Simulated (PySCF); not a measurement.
A side-by-side comparison of computed properties.

First species: C4H5F3O2S2.
SMILES: `C(/SC(F)(F)F)=C\S(=O)(=O)C`

Second species: C4H9O4P.
SMILES with atom numbers: `[CH3:1][O:2][P:3]1(=[O:4])[O:5][CH2:6][CH2:7][CH2:8][O:9]1` (hydrogens: H10, H11, H12 on C1; H13, H14 on C6; H15, H16 on C7; H17, H18 on C8)

Levels: PBE0/pcSseg-1 for HOMO energy, LUMO energy and HOMO–LUMO gap. Geometries: GFN2-xTB. Each species is one conformer at its optimised geometry, gas phase, non-relativistic unless stated; the electronic structure was computed with PySCF and density fitting.

The conformers computed, where there is a choice (atom-mapped SMILES and torsion angles):
- `[CH3:1][S:2](=[O:3])(=[O:4])/[CH:5]=[CH:6]/[S:7][C:8]([F:9])([F:10])[F:11]`: C1–S2–C5–C6 113°, C5–C6–S7–C8 4°, C6–S7–C8–F9 58°

The conformers of `COP1(=O)OCCCO1` aren't listed.

Values for the first species:

| Item | Value |
| --- | --- |
| HOMO energy | -7.91 eV |
| LUMO energy | -1.42 eV |
| HOMO–LUMO gap | 6.49 eV |

(1) Estimate the same properties for the second species, and the change in each.

Answers

(1) 
| property | first | second | second less first |
| --- | --- | --- | --- |
| HOMO energy | -7.91 eV | -8.49 eV | -0.58 eV |
| LUMO energy | -1.42 eV | 1.13 eV | +2.55 eV |
| HOMO–LUMO gap | 6.49 eV | 9.62 eV | +3.13 eV |

